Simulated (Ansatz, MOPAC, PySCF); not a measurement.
Molecule: PbI, net charge 0, doublet state. SMILES: [Pb][I]
Geometry from a B3LYP-D3(BJ)/def2-TZVP (Ansatz, an electronic-structure program) optimisation:
```
Pb
I 1 2.8311
```
Charge 0, spin multiplicity 2.

Wanted: vertical ionisation energy to the singlet, in eV. Set-up: spin-orbit terms left out; each state is the SCF solution reached for its charge and spin; PM7 with its own dispersion and hydrogen-bond terms; def2 sets with scalar-relativistic core potentials past Kr; LANL2DZ with its own core potentials from Na on; open shells spin-unrestricted; valence correlation only (noble-gas shells and the d and f shells of earlier blocks). Ab initio and DFT rows: single points at B3LYP-D3(BJ) geometries (Ansatz). Semi-empirical rows: differences of heats of formation at the shared geometry for vertical values. The spin state of an ion or metal species was assumed, not searched.

```
level             program  vertical ionisation energy to the singlet (eV)
----------------  -------  ----------------------------------------------
AM1                 MOPAC                                            6.98
PM3                 MOPAC                                            8.45
PM6                 MOPAC                                            6.71
PM7                 MOPAC                                            7.43
MNDO                MOPAC                                            7.90
HF/LANL2DZ         Ansatz                                            6.86
PBE/LANL2DZ        Ansatz                                            6.91
M06-2X/LANL2DZ      PySCF                                            6.94
MP2/LANL2DZ        Ansatz                                            6.44
B3LYP/def2-TZVPD   Ansatz                                            6.78
PBE0/def2-TZVPD    Ansatz                                            6.80
```

No value to compare with is used here. The 9 habitual levels span 6.44 (MP2/LANL2DZ) to 8.45 eV (PM3); B3LYP/def2-TZVPD gives 6.78.

The levels are drawn from those run, B3LYP/6-31G* more often than the rest, none by its result; runs whose electronic state is in doubt are left out.
